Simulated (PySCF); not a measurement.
Si(OAc)(OH)2(OMe), SMILES C(=O)(C)O[Si](O)(OC)O, singlet, GFN2-xTB optimised geometry.

```
17

C     -0.01     1.71     0.83
O     -0.44     0.66     0.00
Si     0.08    -0.86     0.00
O     -0.45    -1.81     1.20
O      1.70    -0.86     0.00
O     -0.44    -1.41    -1.48
C     -1.50    -2.18    -1.69
C     -1.75    -2.42    -3.16
O     -2.19    -2.63    -0.81
H     -0.33     1.54     1.86
H      1.08     1.79     0.81
H     -0.45     2.63     0.45
H     -1.28    -2.27     1.04
H      2.19    -1.67     0.10
H     -2.56    -3.12    -3.29
H     -1.99    -1.47    -3.63
H     -0.84    -2.80    -3.62
```

Density from B3LYP/def2-SVP run with PySCF at that geometry.

Minimum of the electron density along straight lines between bonded atoms, close to the bond critical point (lines longer than 1.1 times the sum of covalent radii, or with two minima, are not listed):

```
bond    length / Å  ρ at the minimum / e bohr⁻³  ∇²ρ there / e bohr⁻⁵  position (fraction from the first atom)
------  ----------  ---------------------------  --------------------  ---------------------------------------
C1–O2        1.405                        0.250                 -0.28                                     0.34
O2–Si3       1.610                        0.136                  1.15                                     0.59
Si3–O4       1.621                        0.135                  1.11                                     0.41
Si3–O5       1.616                        0.134                  1.12                                     0.41
Si3–O6       1.667                   (withheld)                  0.92                                     0.41
O6–C7        1.323                   (withheld)                 -0.26                                     0.67
C7–C8        1.504                        0.262                 -0.65                                     0.52
C7–O9        1.206                   (withheld)                  0.29                                     0.33
C1–H10       1.091                        0.283                 -1.08                                     0.64
C1–H11       1.090                        0.285                 -1.10                                     0.64
C1–H12       1.090                        0.285                 -1.10                                     0.64
O4–H13       0.963                        0.342                 -2.51                                     0.83
O5–H14       0.954                        0.354                 -2.45                                     0.82
C8–H15       1.086                        0.280                 -1.06                                     0.64
C8–H16       1.088                        0.276                 -1.02                                     0.63
C8–H17       1.087                        0.276                 -1.03                                     0.63
```

What belongs in the gaps?


- Si3–O6, ρ at the minimum / e bohr⁻³: 0.117
- O6–C7, ρ at the minimum / e bohr⁻³: 0.310
- C7–O9, ρ at the minimum / e bohr⁻³: 0.417
